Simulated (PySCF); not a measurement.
CH₄Cd, singlet, at a GFN2-xTB geometry (such geometries of metal compounds can be far from the true shape) (core potentials on Cd), atoms displaced at random by about 0.08 Å a coordinate; R2SCAN/def2-SVP, gradient by finite differences run with PySCF.

Here is a job for PySCF.
```python
from pyscf import gto, scf, dft

mol = gto.M(
    atom='''
Cd   -0.415471   -0.069931   -0.122384
H    -1.917851   -0.904331   -0.345696
C     1.659309    0.892230    0.257312
H     2.033503    0.572048    1.158187
H     1.542101    1.978746    0.076862
H     2.332948    0.575889   -0.540724
''',
    basis='def2-svp',
    ecp={'Cd': 'def2-svp'},
    charge=0,
    spin=0,
    verbose=4,
)

mf = dft.RKS(mol)
mf.xc = 'r2scan'
mf.conv_tol = 1e-11
mf.kernel()
scan, done = mf.as_scanner(), []
scan.scf_summary = {}
def energy(d):
    c = mol.atom_coords()
    c[3, 0] += d
    e = scan(mol.set_geom_(c, unit='Bohr', inplace=False))
    done.append(scan.converged)
    return e
h = 1e-4
fd = (energy(h) - energy(-h)) / (2 * h)
print('dE/dx =', fd)
```

**Question.** Predict the main parts of the log of this PySCF run.

**Answer.** 
```
PySCF version 2.14.0

[INPUT] verbose = 4
[INPUT] num. atoms = 6
[INPUT] num. electrons = 30
[INPUT] charge = 0
[INPUT] spin (= nelec alpha-beta = 2S) = 0
[INPUT] symmetry False subgroup None
[INPUT] Mole.unit = angstrom
[INPUT] Symbol           X                Y                Z      unit          X                Y                Z       unit  Magmom
[...]
nuclear repulsion = 55.569161708429
number of shells = 29
number of NR pGTOs = 109
number of NR cGTOs = 65
basis = def2-svp
ecp = {'Cd': 'def2-svp'}

******** <class 'pyscf.dft.rks.RKS'> ********
method = RKS
initial guess = minao
damping factor = 0
level_shift factor = 0
DIIS = <class 'pyscf.scf.diis.CDIIS'>
diis_start_cycle = 1
diis_space = 8
diis_damp = 0
SCF conv_tol = 1e-11
SCF conv_tol_grad = None
SCF max_cycles = 50
direct_scf = True
direct_scf_tol = 1e-13
XC library pyscf.dft.libxc version 7.1.2
    S. Lehtola, C. Steigemann, M. J. T. Oliveira, and M. A. L. Marques,  SoftwareX 7, 1–5 (2018)
XC functionals = r2scan
    J. W. Furness, A. D. Kaplan, J. Ning, J. P. Perdew, and J. Sun,  J. Phys. Chem. Lett. 11, 8208–8215 (2020)
    J. W. Furness, A. D. Kaplan, J. Ning, J. P. Perdew, and J. Sun,  J. Phys. Chem. Lett. 11, 9248–9248 (2020)
    J. W. Furness, A. D. Kaplan, J. Ning, J. P. Perdew, and J. Sun,  J. Phys. Chem. Lett. 11, 8208–8215 (2020)
    J. W. Furness, A. D. Kaplan, J. Ning, J. P. Perdew, and J. Sun,  J. Phys. Chem. Lett. 11, 9248–9248 (2020)
radial grids:
    Treutler-Ahlrichs [JCP 102, 346 (1995); DOI:10.1063/1.469408] (M4) radial grids

becke partition: Becke, JCP 88, 2547 (1988); DOI:10.1063/1.454033
pruning grids: <function nwchem_prune>
grids dens level: 3
symmetrized grids: False
atomic radii adjust function: <function treutler_atomic_radii_adjust>
small_rho_cutoff = 0
Set gradient conv threshold to 3.16228e-06
Initial guess from minao.
tot grids = 75744
init E= -193.994393931056
[...]
cycle= 1 E= -207.227106542919  delta_E= -13.2  |g|= 1.85  |ddm|= 4.49
[...]
cycle= 2 E= -187.278529823415  delta_E= 19.9  |g|= 7.62  |ddm|= 18.8
[...]
cycle= 3 E= -208.168283571781  delta_E= -20.9  |g|= 0.302  |ddm|= 18.1
[...]
cycle= 4 E= -208.147735559161  delta_E= 0.0205  |g|= 0.372  |ddm|= 0.722
[...]
cycle= 5 E= -208.192487022195  delta_E= -0.0448  |g|= 0.0399  |ddm|= 0.442
[...]
cycle= 6 E= -208.192862588879  delta_E= -0.000376  |g|= 0.0129  |ddm|= 0.0495
[...]
cycle= 7 E= -208.192900868938  delta_E= -3.83e-05  |g|= 0.00189  |ddm|= 0.0158
[...]
[...]
converged SCF energy = -208.192901777254
converged SCF energy = -208.192903686557
[...]
   2 H     -1.917851000000  -0.904331000000  -0.345696000000 AA   -3.624213137723  -1.708937915954  -0.653270762358 Bohr
   3 C      1.659309000000   0.892230000000   0.257312000000 AA    3.135639566026   1.686070340121   0.486249208564 Bohr
   4 H      2.033450082279   0.572048000000   1.158187000000 AA    3.842663743481   1.081014050105   2.188656231032 Bohr
   5 H      1.542101000000   1.978746000000   0.076862000000 AA    2.914148546418   3.739288010079   0.145248129386 Bohr
   6 H      2.332948000000   0.575889000000  -0.540724000000 AA    4.408632782852   1.088272488150  -1.021820268979 Bohr

******** <class 'pyscf.scf.hf.RKS_Scanner'> ********
method = RKS_Scanner
initial guess = minao
damping factor = 0
level_shift factor = 0
DIIS = <class 'pyscf.scf.diis.CDIIS'>
diis_start_cycle = 1
diis_space = 8
diis_damp = 0
SCF conv_tol = 1e-11
SCF conv_tol_grad = None
SCF max_cycles = 50
direct_scf = True
direct_scf_tol = 1e-13
XC library pyscf.dft.libxc version 7.1.2
    S. Lehtola, C. Steigemann, M. J. T. Oliveira, and M. A. L. Marques,  SoftwareX 7, 1–5 (2018)
XC functionals = r2scan
    J. W. Furness, A. D. Kaplan, J. Ning, J. P. Perdew, and J. Sun,  J. Phys. Chem. Lett. 11, 8208–8215 (2020)
    J. W. Furness, A. D. Kaplan, J. Ning, J. P. Perdew, and J. Sun,  J. Phys. Chem. Lett. 11, 9248–9248 (2020)
    J. W. Furness, A. D. Kaplan, J. Ning, J. P. Perdew, and J. Sun,  J. Phys. Chem. Lett. 11, 8208–8215 (2020)
    J. W. Furness, A. D. Kaplan, J. Ning, J. P. Perdew, and J. Sun,  J. Phys. Chem. Lett. 11, 9248–9248 (2020)
radial grids:
    Treutler-Ahlrichs [JCP 102, 346 (1995); DOI:10.1063/1.469408] (M4) radial grids

becke partition: Becke, JCP 88, 2547 (1988); DOI:10.1063/1.454033
pruning grids: <function nwchem_prune>
grids dens level: 3
symmetrized grids: False
atomic radii adjust function: <function treutler_atomic_radii_adjust>
small_rho_cutoff = 0
Set gradient conv threshold to 3.16228e-06
tot grids = 75744
init E= -208.192909387154
[...]
cycle= 1 E= -208.192899867056  delta_E= 9.52e-06  |g|= 2.29e-05  |ddm|= 9.88e-05
[...]
cycle= 2 E= -208.192899866663  delta_E= 3.92e-10  |g|= 4.24e-05  |ddm|= 8.4e-05
[...]
cycle= 3 E= -208.192899867246  delta_E= -5.83e-10  |g|= 4.27e-06  |ddm|= 5.18e-05
[...]
cycle= 4 E= -208.192899867251  delta_E= -4.77e-12  |g|= 1.17e-06  |ddm|= 5.43e-06
[...]
Extra cycle  E= -208.19289986725  delta_E= 1.31e-12  |g|= 1.77e-06  |ddm|= 3.14e-06
converged SCF energy = -208.19289986725
dE/dx = -0.019096535339713228
```
